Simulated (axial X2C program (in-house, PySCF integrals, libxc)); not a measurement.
## Zr: configurations by level of theory

Computed with an in-house all-electron X2C program for linear molecules (integrals from PySCF), basis dyall-cv3z (cores contracted in-house), spin-free (one-electron X2C) and two-component (2c, atomic mean-field Coulomb and Gaunt terms). Energies in eV from the lowest row of each column (rows without correlated energies are left out; n/a marks j-coupled starts, which PBE0 does not hold); electrons by l are Mulliken totals of the Hartree–Fock solution, and PBE0 can relax to another configuration under the same block occupation. Coupled cluster uses truncated natural virtuals with an MP2 remainder. Frozen shells in the correlated columns: 3 s, 2 p, 1 d.

The low spin-free determinants:

```json
{"electrons by l": "s10 p18 d12", "M_S, M_L": "1, 3", "HF": "0.05", "MP2": "0.00", "CCSD(T)": "0.00", "PBE0": "0.16"}
{"electrons by l": "s10 p18 d12", "M_S, M_L": "1, 2", "HF": "0.00", "MP2": "0.05", "CCSD(T)": "0.00", "PBE0": "0.06"}
{"electrons by l": "s10 p18 d12", "M_S, M_L": "1, 0", "HF": "0.13", "MP2": "0.19", "CCSD(T)": "0.10", "PBE0": "0.00"}
{"electrons by l": "s10 p18 d12", "M_S, M_L": "1, 1", "HF": "0.48", "MP2": "0.33", "CCSD(T)": "0.21", "PBE0": "0.26"}
{"electrons by l": "s9.7 p18 d12.3", "M_S, M_L": "1, 0", "HF": "0.48", "MP2": "0.49", "CCSD(T)": "0.43", "PBE0": "0.12"}
{"electrons by l": "s9 p18 d13", "M_S, M_L": "2, 3", "HF": "0.05", "MP2": "0.49", "CCSD(T)": "0.66", "PBE0": "0.16"}
{"electrons by l": "s9 p18 d13", "M_S, M_L": "2, 2", "HF": "0.00", "MP2": "0.52", "CCSD(T)": "0.66", "PBE0": "0.01"}
{"electrons by l": "s9 p18 d13", "M_S, M_L": "2, 0", "HF": "0.14", "MP2": "0.67", "CCSD(T)": "0.77", "PBE0": "0.06"}
```

And the two-component ones:

```tsv
electrons by l	2M_J	HF	MP2	CCSD(T)	PBE0
s10 p18 d12	4	0.00	0.00	0.00	0.09
s10 p18 d12	6	0.05	0.16	0.11	0.11
s10 p18 d12	8	0.12	0.14	0.14	0.23
s10 p18 d12	2	0.13	0.25	0.15	0.00
s9.6 p18 d12.4	2	0.44	0.52	0.47	0.12
s9 p18 d13	2	0.01	0.50	0.68	0.10
s9 p18 d13	8	0.03	0.63	0.76	0.05
s9 p18 d13	10	0.10	0.61	0.78	0.21
```

Ground level as tabulated from the NIST Atomic Spectra Database (leading term): 2S+1 = 3, L = 3, J = 2.

Single determinants need not be terms or J levels, so several rows can belong to one term; PBE0 has no current term and treats spin collinearly, and Hartree–Fock breaks spherical symmetry, which spreads rows that should be degenerate. The search is wide but not exhaustive and can miss a configuration; gaps between s and d configurations can be off by some tenths of an eV with this basis and core.

The run took 7.6 min on 1 thread of Intel(R) Xeon(R) Processor @ 2.30GHz (shared host).
